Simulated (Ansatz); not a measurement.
`[SH][Sn]([Cl])([Cl])[Cl]` + H–F → `[F][Sn]([Cl])([Cl])[Cl]` + H₂S at 298.15 K and 1 bar (ligand exchange at the Sn–S bond).

Program: Ansatz. Geometries: PBE0-D4/def2-TZVP. ΔE: electronic, gas phase. CCSD(T)/CBS adds triple-zeta CCSD(T) − MP2 to the extrapolated MP2 energy (def2 sets, frozen cores). This one scheme is used for every species. Elements past krypton have def2 core potentials. For Sn outer-core shells are correlated without core-valence functions, which leaves a few kJ/mol of doubt a bond. One conformer a species, not always the lowest.

```
                   species  CCSD(T)/CBS energy (Eh)  H − E (kJ/mol)  S (J/(mol·K))
`[SH][Sn]([Cl])([Cl])[Cl]`              -1991.90544            58.5          409.3
                       H–F               -100.39570            33.5          173.6
 `[F][Sn]([Cl])([Cl])[Cl]`              -1693.31956            36.6          368.6
                       H₂S               -398.97279            49.9          205.7
```

H − E and S are ideal-gas, rigid-rotor, harmonic terms from PBE0-D4/def2-TZVP, for one conformer and one mirror image of each species. 1 Eh = 2625.50 kJ/mol, R = 8.31446 J/(mol·K).

**Question.** By hand: ΔE, ΔH, ΔS and ΔG.

**Answer.** ΔE = (-1693.31956) + (-398.97279) − (-1991.90544) − (-100.39570) = 0.00879 Eh = 23.1 kJ/mol. Δ(H − E) = 36.6 + 49.9 − 58.5 − 33.5 = -5.5, so ΔH = 17.6 kJ/mol. ΔS = 368.6 + 205.7 − 409.3 − 173.6 = -8.6 J/(mol·K). ΔG = 17.6 − 298.15 × (-8.6)/1000 = 20.2 kJ/mol.

**Question.** By hand: the equilibrium constant, and the temperature at which ΔG would vanish if ΔH and ΔS stayed fixed.

**Answer.** log₁₀ K = −ΔG/(RT ln 10) = -3.5. ΔH and −TΔS have one sign here, so there is no such temperature.

The number of gas molecules stays the same, so ΔS is small and ΔH decides. A doubt of 5 kJ/mol in ΔE shifts log₁₀ K by 0.9 here. Other conformers and mirror images would add mixing entropy, several J/(mol·K) or more a flexible species. Modes under 60 cm⁻¹, often nearly free rotors, make the harmonic entropy too high. These are equilibria of isolated gas molecules and say nothing of rates. Largest T1 diagnostic: 0.012 (customary marks: 0.02 for closed shells, 0.045 for open ones).

ΔS is within the doubt of such terms, so its sign, and with it that verdict, could turn.
